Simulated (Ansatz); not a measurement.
Cost and result for the atomization energy of `FC[SiH]1C[SiH2]1` (12 atoms, 12 bonds).

```csv
atom,x (Å),y (Å),z (Å)
F1,-0.905,0.909,-2.348
C2,-0.953,0.991,-0.960
Si3,-0.324,-0.624,-0.211
C4,1.423,-0.729,0.300
Si5,0.662,-0.436,2.084
H6,-1.985,1.201,-0.664
H7,-0.326,1.827,-0.634
H8,-0.986,-1.818,-0.785
H9,1.905,-1.696,0.182
H10,2.053,0.083,-0.056
H11,0.339,1.031,1.786
H12,-0.903,-0.740,1.307
```

Charge 0, multiplicity 1. All single points use the PBE0-D4/def2-TZVP geometry. It is one conformer, not always the lowest. Program: Ansatz. All runs use 4 threads of an Arm Neoverse V2 on a shared host. Times are those of one run each, without the atoms' runs, and a repeat can differ threefold. Electronic energies, without spin–orbit coupling; frozen cores. CCSD(T)/CBS adds CCSD(T) − MP2 in def2-TZVPP to the MP2 limit, and its time is that of the two runs behind it. T1 = 0.014. B3LYP takes the VWN-RPA correlation (the form of Gaussian; ORCA's B3LYP/G). HSE06 is the plane-wave form, built on full-range PBE exchange.

CCSD(T)/CBS is a level of theory with its own doubt, some kJ/mol a heavy atom from the limit and from the frozen cores, so smaller differences don't rank the functionals.

```tsv
level	functions	wall time	atomization (kJ/mol)	difference from CCSD(T)/CBS	per bond
revPBE-D4/def2-TZVPP	275	2.7 s	4078.4	-21.3	-1.8
PBE0-D4/def2-TZVPP	275	3.8 s	4106.0	6.3	0.5
BHLYP-D4/def2-TZVPP	275	3.9 s	3992.6	-107.1	-8.9
HSE06-D4/def2-TZVPP	275	4.1 s	4108.9	9.2	0.8
r2SCAN-D4/def2-TZVPP (with forces)	275	6 s	4115.7	16.0	1.3
CCSD(T)/def2-SVP	113	6 s	3844.3	-255.4	-21.3
B3LYP-D4/def2-TZVPP (with forces)	275	6.5 s	4094.9	-4.8	-0.4
ωB97X-V/def2-TZVPP	275	9.5 s	4119.6	19.9	1.7
B97M-V/def2-TZVPP	275	11 s	4131.6	31.9	2.7
ωB97M-V/def2-TZVPP (with forces)	275	14 s	4121.1	21.4	1.8
MP2/def2-QZVPP	521	29 s	4091.1	-8.6	-0.7
CCSD(T)/def2-TZVPP	275	3.5 min	3993.2	-106.5	-8.9
CCSD(T)/CBS(def2)	–	4 min	4099.7	0.0	0.0
```

At CCSD(T), def2-SVP lies −255.4 kJ/mol from the extrapolated value and def2-TZVPP −106.4 kJ/mol: correlation converges slowly with the basis, and small sets miss more of it in the bonded molecule than in its fragments. From BLYP to BHLYP (50 % exact exchange), in def2-TZVPP and without D4, the atomization energy moves by −61.5 kJ/mol: exact exchange takes away binding that semilocal exchange gives to molecules. In def2-TZVPP, CCSD(T) changes the Hartree–Fock value by +1004.3 kJ/mol (the triples alone add +59.4 kJ/mol) and MP2 by +1039.0 kJ/mol; breaking electron pairs costs correlation energy, which Hartree–Fock lacks.
